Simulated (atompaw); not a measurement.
Ar PAW (atompaw): all-electron and pseudo phase curves

atompaw 4.2.0.5 input, output lines left out:

```
Ar 18
GGA-PBE loggrid 1500 logderivrange -6 5 276
3 3 0 0 0 0
3 1 4
0 0 0
c
c
v
c
v
2
1.45 1.15 1.30 0.95
y
-3.35
n
y
1.05
n
y
0.35
y
1.3
n
custom rrkj gramschmidtortho sinc
bessel
1.45
1.45
0.90
0.90
1.45
1.40
```

The phase is arctan(r·u′/u) with u = r·R(r), unwrapped; energies in Ry, scanned from -6 to 5 Ry. A pole is an energy at which the radial function vanishes at the test radius. The pseudo phase is shifted by a multiple of π to meet the all-electron one at the reference energy, and phase errors are pseudo minus all-electron; the curves can meet again beyond the range given. Levels narrower than the energy grid can be missing from the lists of poles.

**Question.** For each channel, where are the poles, and over which energies does the pseudopotential scatter like the atom?

**Answer.**

```
channel  radius (bohr)  reference energy (Ry)  poles, all-electron  poles, pseudo  unbroken range about the reference energy with phases within 0.05 rad  phase error 1 Ry above the reference energy (rad)
      s           1.45                  -3.70                 0.71           0.70                                                        the whole range                                             -0.000
      p           1.45                  -2.60                 2.04     2.04, 3.88                                                              below 3.8                                             -0.000
      d           1.45                   0.35                 3.06           3.06                                                        the whole range                                             -0.000
```

Phases in the d channel:

| E (Ry) | all-electron | pseudo |
| --- | --- | --- |
| -6.00 | 1.231 | 1.231 |
| -5.76 | 1.221 | 1.221 |
| -5.52 | 1.210 | 1.210 |
| -5.28 | 1.198 | 1.198 |
| -5.04 | 1.184 | 1.184 |
| -4.80 | 1.169 | 1.169 |
| -4.56 | 1.153 | 1.153 |
| -4.32 | 1.134 | 1.134 |
| -4.08 | 1.113 | 1.113 |
| -3.84 | 1.089 | 1.090 |
| -3.60 | 1.062 | 1.062 |
| -3.36 | 1.030 | 1.030 |
| -3.12 | 0.993 | 0.993 |
| -2.88 | 0.949 | 0.949 |
| -2.64 | 0.895 | 0.895 |
| -2.40 | 0.829 | 0.829 |
| -2.16 | 0.747 | 0.748 |
| -1.92 | 0.644 | 0.644 |
| -1.68 | 0.513 | 0.513 |
| -1.44 | 0.346 | 0.346 |
| -1.20 | 0.141 | 0.141 |
| -0.96 | -0.097 | -0.097 |
| -0.72 | -0.344 | -0.344 |
| -0.48 | -0.575 | -0.575 |
| -0.24 | -0.770 | -0.770 |
| 0.00 | -0.927 | -0.927 |
| 0.24 | -1.051 | -1.051 |
| 0.48 | -1.149 | -1.149 |
| 0.72 | -1.227 | -1.227 |
| 0.96 | -1.291 | -1.291 |
| 1.20 | -1.343 | -1.343 |
| 1.44 | -1.387 | -1.387 |
| 1.68 | -1.425 | -1.425 |
| 1.92 | -1.458 | -1.458 |
| 2.16 | -1.486 | -1.486 |
| 2.40 | -1.512 | -1.512 |
| 2.64 | -1.535 | -1.535 |
| 2.88 | -1.556 | -1.556 |
| 3.12 | -1.576 | -1.576 |
| 3.36 | -1.594 | -1.594 |
| 3.60 | -1.611 | -1.611 |
| 3.84 | -1.628 | -1.628 |
| 4.08 | -1.644 | -1.644 |
| 4.32 | -1.659 | -1.659 |
| 4.56 | -1.674 | -1.674 |
| 4.80 | -1.690 | -1.689 |
